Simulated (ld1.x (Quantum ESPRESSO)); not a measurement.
# Logarithmic derivatives: V (Z = 23), PAW

V, PAW, made with ld1.x (Quantum ESPRESSO) 7.5 (PBE, fully relativistic). Core [Ne], reference 3s2 3p6 3d3 4s2 4p0. Waves: 3s (bound): rcut 1.60, rcutus 1.95 bohr; 4s (bound): rcut 1.60, rcutus 1.95 bohr; 3p (bound): rcut 1.40, rcutus 1.55 bohr; 4p (bound, empty): rcut 1.40, rcutus 1.55 bohr; 3d (bound): rcut 1.75, rcutus 2.05 bohr; 3d channel at 1.45 Ry: rcut 1.75, rcutus 2.05 bohr. Local part: all-electron potential smoothed inside 1.80 bohr (lloc = -2). Core correction: Bessel-smoothed model core, default radius (core density twice the valence density). Augmentation charge: PSQ, inside the norm-conserving radii.

Open shells are filled in proportion to 2j + 1 (rel_dist='average').

The phase is arctan(r·u′/u) with u = r·R(r), unwrapped; energies in Ry, scanned from -7 to 5 Ry. A pole is an energy at which the radial function vanishes at the test radius. The pseudo phase is shifted by a multiple of π to meet the all-electron one at the reference energy, and phase errors are pseudo minus all-electron; the curves can meet again beyond the range given. Levels narrower than the energy grid can be missing from the lists of poles.

**Question.** For each channel, where are the poles, and over which energies does the pseudopotential scatter like the atom?

**Answer.**

```json
{"channel": "s", "radius (bohr)": "2.24", "reference energy (Ry)": "-0.35", "poles, all-electron": "-5.09, 4.00", "poles, pseudo": "-5.09, 3.92", "unbroken range about the reference energy with phases within 0.05 rad": "the whole range", "phase error 1 Ry above the reference energy (rad)": "-0.002"}
{"channel": "p1/2", "radius (bohr)": "2.24", "reference energy (Ry)": "-0.11", "poles, all-electron": "-3.15", "poles, pseudo": "-3.15", "unbroken range about the reference energy with phases within 0.05 rad": "the whole range", "phase error 1 Ry above the reference energy (rad)": "-0.000"}
{"channel": "p3/2", "radius (bohr)": "2.24", "reference energy (Ry)": "-0.11", "poles, all-electron": "-3.08", "poles, pseudo": "-3.08", "unbroken range about the reference energy with phases within 0.05 rad": "the whole range", "phase error 1 Ry above the reference energy (rad)": "+0.000"}
{"channel": "d3/2", "radius (bohr)": "2.24", "reference energy (Ry)": "-0.38", "poles, all-electron": "0.04", "poles, pseudo": "0.04", "unbroken range about the reference energy with phases within 0.05 rad": "the whole range", "phase error 1 Ry above the reference energy (rad)": "+0.000"}
{"channel": "d5/2", "radius (bohr)": "2.24", "reference energy (Ry)": "-0.38", "poles, all-electron": "0.05", "poles, pseudo": "0.05", "unbroken range about the reference energy with phases within 0.05 rad": "the whole range", "phase error 1 Ry above the reference energy (rad)": "+0.000"}
```

The ghost test of this file was not conclusive.

Phases in the d3/2 channel:

```json
{"E (Ry)": "-7.00", "all-electron": "1.403", "pseudo": "1.403"}
{"E (Ry)": "-6.48", "all-electron": "1.396", "pseudo": "1.397"}
{"E (Ry)": "-5.96", "all-electron": "1.389", "pseudo": "1.389"}
{"E (Ry)": "-5.44", "all-electron": "1.380", "pseudo": "1.380"}
{"E (Ry)": "-4.92", "all-electron": "1.370", "pseudo": "1.370"}
{"E (Ry)": "-4.40", "all-electron": "1.359", "pseudo": "1.359"}
{"E (Ry)": "-3.88", "all-electron": "1.344", "pseudo": "1.344"}
{"E (Ry)": "-3.36", "all-electron": "1.326", "pseudo": "1.327"}
{"E (Ry)": "-2.84", "all-electron": "1.303", "pseudo": "1.303"}
{"E (Ry)": "-2.32", "all-electron": "1.270", "pseudo": "1.270"}
{"E (Ry)": "-1.80", "all-electron": "1.217", "pseudo": "1.217"}
{"E (Ry)": "-1.28", "all-electron": "1.110", "pseudo": "1.110"}
{"E (Ry)": "-0.76", "all-electron": "0.688", "pseudo": "0.688"}
{"E (Ry)": "-0.24", "all-electron": "-1.293", "pseudo": "-1.293"}
{"E (Ry)": "0.28", "all-electron": "-1.676", "pseudo": "-1.676"}
{"E (Ry)": "0.80", "all-electron": "-1.816", "pseudo": "-1.815"}
{"E (Ry)": "1.32", "all-electron": "-1.942", "pseudo": "-1.942"}
{"E (Ry)": "1.84", "all-electron": "-2.128", "pseudo": "-2.127"}
{"E (Ry)": "2.36", "all-electron": "-2.514", "pseudo": "-2.512"}
{"E (Ry)": "2.88", "all-electron": "-3.345", "pseudo": "-3.334"}
{"E (Ry)": "3.40", "all-electron": "-4.052", "pseudo": "-4.039"}
{"E (Ry)": "3.92", "all-electron": "-4.350", "pseudo": "-4.340"}
{"E (Ry)": "4.44", "all-electron": "-4.493", "pseudo": "-4.484"}
{"E (Ry)": "4.96", "all-electron": "-4.577", "pseudo": "-4.567"}
```
